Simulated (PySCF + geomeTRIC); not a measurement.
Species: CH₃F₃Si, SMILES `FC(F)(F)[SiH3]` (charge 0, multiplicity 1).

Q: Give a relaxed geometry from r2SCAN-D4/def2-TZVP in PySCF + geomeTRIC.

A: the end point of this relaxation (outside a Z-matrix the atoms follow the SMILES, hydrogens last).
Bonded distances (Å): F1–C2 1.355, C2–F3 1.355, C2–F4 1.355, C2–Si5 1.931, Si5–H6 1.479, Si5–H7 1.479, Si5–H8 1.479. Angles (°): F1–C2–F3 106.7, F1–C2–F4 106.7, F1–C2–Si5 112.1, F3–C2–F4 106.7, F3–C2–Si5 112.1, F4–C2–Si5 112.1, C2–Si5–H6 107.3, C2–Si5–H7 107.3, C2–Si5–H8 107.3, H6–Si5–H7 111.6, H6–Si5–H8 111.6, H7–Si5–H8 111.6.
